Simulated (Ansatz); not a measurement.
Species: C$_{2}$H$_{5}$GeO$_{2}$, charge 0, multiplicity 2. It need not be the lowest isomer of its formula. 
Coordinates optimised at B3LYP-D3(BJ)/def2-TZVP (Ansatz, a quantum-chemistry and plane-wave program):
```xyz
10

C     -2.7664    -0.1313    -0.0239
C     -1.3071    -0.1789     0.3345
O     -0.8705    -0.5210     1.4121
O     -0.5090     0.2005    -0.6692
Ge     1.2999     0.1540    -0.2620
H     -3.3663    -0.4482     0.8245
H     -3.0389     0.8829    -0.3186
H     -2.9551    -0.7798    -0.8804
H      1.6818    -1.3113     0.0603
H      1.5576     1.1525     0.8927
```
Charge 0, spin multiplicity 2.

Wanted: atomisation energy (electronic, to ground-state atoms), in kcal/mol. Correlated levels leave the core frozen unless marked. Open shells are spin-unrestricted. Spin-orbit coupling is left out. The frozen core is the preceding noble-gas configuration, with the filled d and f shells of earlier blocks. No relativistic terms. The coupled-cluster limit lacks core correlation, which all-electron functionals hold. CBS marks a two-point X^-3 extrapolation of the correlation energy; Hartree-Fock from the larger set.

```csv
level,program,atomisation energy (kcal/mol)
SVWN5/def2-TZVPD,Ansatz,1054.2
BLYP/def2-TZVPD,Ansatz,[?]
revPBE-D4/def2-TZVPD,Ansatz + dftd4,901.8
PBE0/6-31G*,Ansatz,895.5
HSE06-D4/def2-TZVPD,Ansatz + dftd4,903.6
HSE06/def2-TZVPD,Ansatz,899.9
"CCSD(T)/CBS(cc-pVTZ,cc-pVQZ)",Ansatz,[?]
```

Complete the blanks.


- BLYP/def2-TZVPD, atomisation energy (kcal/mol): 893.7
- CCSD(T)/CBS(cc-pVTZ,cc-pVQZ), atomisation energy (kcal/mol): 900.9
